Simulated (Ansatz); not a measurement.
Ideal-gas functions of BFH₄OSi (`BO[SiH2]F`) at 400 K and 1 bar, from an Ansatz frequency run at PBE0-D4/def2-TZVP.

Molar mass 77.93 g/mol, point group C1 (symmetry number 1), electronic degeneracy 1, moments of inertia 30.47, 138.124, 151.021 u Å². Harmonic wavenumbers (cm⁻¹, unscaled): 57, 189, 235, 341, 702, 736, 771, 888, 951, 974, 1024, 1061, 1231, 1383, 2265, 2291, 2548, 2650.

Use S(trans) = R[1.5 ln M + 2.5 ln T − 1.1517]; rotational temperatures θ = 24.2544 K / I; S(rot) = R[ln(√π/σ · √(T³/θAθBθC)) + 1.5]; for each mode x = 1.438777 ν̃/T, S = R[x/(eˣ − 1) − ln(1 − e⁻ˣ)] and H = RT x/(eˣ − 1); 1 cm⁻¹ = 0.0119627 kJ/mol; R = 8.31446 J/(mol·K).

Task: By hand: the entropy, in J/(mol·K).

Result: Translation 169.3. Rotation: θ = 0.796, 0.1756, 0.1606 K, giving 107.7. Vibration, mode by mode: 21.50, 11.68, 9.96, 7.12, 2.52, 2.29, 2.07, 1.48, 1.24, 1.16, 1.00, 0.90, 0.54, 0.35, 0.02, 0.02, 0.01, 0.01, in all 63.9. Electronic 0.0. Sum 340.9 J/(mol·K).

Task: By hand: H − E and G − E in kJ/mol, counted from the electronic energy.

Result: Zero-point energy ½ × 20297 × 0.0119627 = 121.4; thermal vibration 13.3; translation, rotation and pV give 4 RT = 13.3. H − E = 148.0 kJ/mol, and G − E = 148.0 − 400 × 340.9/1000 = 11.6 kJ/mol.

Vibration gives 19 % of the entropy, 21.5 J/(mol·K) of it from the mode under 150 cm⁻¹: soft modes count most, and the harmonic formula is weakest for them. The sum counts one conformer and one mirror image; others add a mixing term.
